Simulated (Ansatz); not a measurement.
`O=C1CCCCO1`. Charge 0, multiplicity 1.

Cartesian coordinates in Å:
```
O 2.046 0.952 1.755
C 1.135 0.576 1.075
C 1.298 0.295 -0.402
C 0.203 -0.545 -1.038
C -1.140 -0.051 -0.538
C -1.177 -0.173 0.964
O -0.088 0.476 1.625
H 2.292 -0.134 -0.532
H 1.329 1.284 -0.873
H 0.272 -0.492 -2.127
H 0.328 -1.598 -0.764
H -1.295 0.992 -0.834
H -1.966 -0.634 -0.955
H -2.075 0.279 1.387
H -1.162 -1.229 1.257
```

Question: Give the diagnostics of a CCSD(T)/def2-TZVPP run (frozen core, the Gaussian-basis code of Ansatz). (An estimate is asked.)

Answer: Computed: T1 = 0.0134, largest single amplitude 0.021, largest double 0.025, (T) share of the correlation energy 4.1 %, 10 CCSD cycles. The RHF solution is stable towards an unrestricted one. T1 lies under the customary mark of 0.02 for closed shells.
